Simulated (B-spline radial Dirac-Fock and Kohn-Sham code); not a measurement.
## Atomic SCF run for Hf

ΔSCF core binding energies without Breit or QED terms, calculated with an atomic code on a B-spline grid. Keys: rel is the Hamiltonian (dirac, or spin-free x2c and nr, where L3 and M5 stand for the whole 2p and 3d shells), method is hf or an exchange,correlation pair (spin-unpolarised, also for the hole states), nuc the nuclear model, radius_factor scales its radius, rmax is the box in bohr, h the logarithmic mesh step, order the B-spline order, points the quadrature points per cell, c_factor scales the speed of light, and damp, ndamp, maxit and tol steer the iteration. The run stops when the commutator error falls below 10·tol·max(1, Z/10), or the numerical noise floor, and the energy has settled to about 1e-8 Ha; the virial ratio is −V/T.

Input (task.json):

```json
{"items": [{"Z": 72, "q": 0, "cfg": [[1, 0, 2], [2, 0, 2], [2, 1, 6], [3, 0, 2], [3, 1, 6], [3, 2, 10], [4, 0, 2], [4, 1, 6], [4, 2, 10], [4, 3, 14], [5, 0, 2], [5, 1, 6], [5, 2, 2], [6, 0, 2]], "A": 180, "rrms": 5.347, "do": "settings", "holes": ["K", "L3", "M5"],
  "settings": [{"rel": "dirac", "method": "hf", "nuc": "fermi", "radius_factor": 1.0, "rmax": 45.0, "h": 1.3, "order": 8, "points": 10, "c_factor": 1.0, "maxit": 100, "damp": 0.5, "ndamp": 3, "tol": 1e-08}]}]}
```

Command: `python xray2_run.py task.json out`

Ground-state iterations:

```
iter   energy (Ha)        error
   1   -14811.29451422  6.44e+00
   2   -14823.05808956  8.78e-01
   3   -14823.44570956  3.65e-01
   4   -14823.51553323  1.51e-01
   5   -14823.53041962  2.65e-02
   6   -14823.53087669  6.04e-04
   7   -14823.53088155  1.38e-04
   8   -14823.53088184  1.48e-05
   9   -14823.53088185  3.10e-06
  10   -14823.53088185  4.60e-07
```

The ground state converged in 10 iterations, with total energy -14823.53088 Ha, virial ratio 1.88883 and highest orbital energy -6.03 eV. ΔSCF binding energies: K (1s) 66138.8 eV, L3 (2p3/2) 10062.3 eV, M5 (3d5/2) 1960.5 eV.

Q: One setting is unsound. Which, and why?

A: h is too large to resolve the orbitals. With the default settings (Dirac Hartree-Fock): The ground state converged in 12 iterations, with total energy -15088.73592 Ha, virial ratio 1.89451 and highest orbital energy -6.41 eV. ΔSCF binding energies: K (1s) 65665.2 eV, L3 (2p3/2) 9591.6 eV, M5 (3d5/2) 1670.1 eV.
